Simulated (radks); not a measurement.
Radial electron density D(r) = 4 pi r^2 rho(r) of an atom or ion with 56 electrons. All-electron calculation, Dirac Kohn-Sham, PBE, spin-unpolarised, spherical densities, finite nucleus; Fermi nuclear charge, rms radius of each element as measured or else 0.836 A^(1/3) + 0.57 fm. Program: a radial shooting solver on a logarithmic mesh with Libxc functionals.

r (bohr)  D(r) (e/bohr)
0.002789          14.60
0.003273          18.44
0.003872          23.33
0.00458           29.14
0.005418          35.85
0.006409          43.35
0.007521          50.96
0.008897          59.01
0.01052           66.47
0.01245           72.57
0.01461           76.38
0.01728           77.75
0.02044           76.39
0.02418           73.09
0.02861           69.55
0.03357           68.09
0.03971           70.57
0.04698           77.81
0.05557           88.02
0.06574           96.97
0.07714           99.87
0.09126           94.77
0.108             84.05
0.1277            74.97
0.1511            74.12
0.1773            80.55
0.2097            86.29
0.2481            80.81
0.2934            62.70
0.3471            42.24
0.4073            31.82
0.4819            32.51
0.57              36.36
0.6743            34.22
0.7977            25.66
0.9361            16.91
1.107             11.29
1.31              9.014
1.549             7.562
1.833             5.507
2.151             3.291
2.544             1.501
3.01             0.5519
3.561            0.1925
4.178           0.08470
4.943           0.03361
5.847          0.002633
6.917           0.01250
8.182           0.07531
9.601            0.1395
11.36            0.1391
13.44           0.07018
15.89           0.01943
18.8           0.002815
22.06         0.0002281

What is the nuclear charge?

Answer. Z = 58. The innermost maximum, from 1s, lies near gamma/Z bohr with gamma = sqrt(1 - (Z/c)^2) = 0.906, here 0.0156 bohr (found: 0.0173), and its height grows with Z. The density is that of the cerium ion Ce2+ in [Xe] 4f1 6f1; the configuration itself is not fixed sharply by these data, and Z only to a few units. D(r) has 5 maxima, at r = 0.0173, 0.0759, 0.213, 0.593, 10.5 bohr, and minima at 0.0333, 0.141, 0.434 bohr, inside which lie 2.02, 11.17, 28.99 electrons.
